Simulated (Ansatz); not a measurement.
Input file for Ansatz (a first-principles code): U-PBE/def2-TZVPP on C3H3 (SMILES C#C[CH2]), 2S+1 = 2, atoms moved off the minimum.

Ansatz 0.2 input:
```yaml
crystal:
  periodic: [false, false, false]
  atoms:
    - {symbol: C, position_ang: [1.28528649, -0.11600181, 0.05412417]}
    - {symbol: C, position_ang: [0.16284949, 0.08296570, 0.03347700]}
    - {symbol: C, position_ang: [-1.26506665, 0.13837375, -0.15787876]}
    - {symbol: H, position_ang: [2.37084925, -0.28074543, 0.23676952]}
    - {symbol: H, position_ang: [-1.63274171, 0.97537845, -0.59697450]}
    - {symbol: H, position_ang: [-1.84662123, -0.58576509, 0.21783732]}
basis:
  gaussian:
    orbitals: def2-TZVPP
hamiltonian:
  xc: {name: PBE}
magnetization: {spin_polarized: true, initial_magnetization: 1}
output: {forces: true}
```

Program output:

```
WARN ansatz: RAYON_NUM_THREADS=1 ignored (pool sized by the plan → 1); use --threads N
Functional definition: PBE
integrals: 0.03 GiB planned
717 factors; their error is unknown
mean field: 0.42 GiB planned
mean field evaluation 1: about -3143.8663 eV, gradient 4.2e1 eV
mean field evaluation 2: about -3136.2304 eV, gradient 5.5e1 eV
mean field evaluation 4: about -3152.4254 eV, gradient 7.3e0 eV
mean field evaluation 8: about -3152.6382 eV, gradient 3.0e-1 eV
mean field evaluation 16: about -3152.6384 eV, gradient 4.7e-5 eV
mean field -3152.63841162 eV, -115.8573246919 hartree, gradient 4.7e-5 eV, S^2 0.757734; 0 other end points of the search recorded, 0 dependent functions left out
the calculation of the forces begins
reference -3152.63844438 eV, -115.8573258961 hartree; 11, 10 occupied and 124, 125 virtual orbitals, 717 factors
Total energy: -3152.63844438 eV, -115.8573258961 hartree
Atom 0 at     1.285286    -0.116002     0.054124 Å, force    11.508085    -1.771037     0.907341 eV/Å
Atom 1 at     0.162849     0.082966     0.033477 Å, force   -11.832168     1.171265    -0.861197 eV/Å
Atom 2 at    -1.265067     0.138374    -0.157879 Å, force     5.367359     0.567426     0.358062 eV/Å
Atom 3 at     2.370849    -0.280745     0.236770 Å, force    -1.433099     0.261419    -0.388249 eV/Å
Atom 4 at    -1.632742     0.975378    -0.596974 Å, force    -1.397528     2.440505    -1.354120 eV/Å
Atom 5 at    -1.846621    -0.585765     0.217837 Å, force    -2.212649    -2.669577     1.338163 eV/Å
Dipole moment:    -0.017911    -0.016913     0.019119 e Å
```

The calculation finished and met its thresholds.

Cost: around 3 core-seconds (rough).
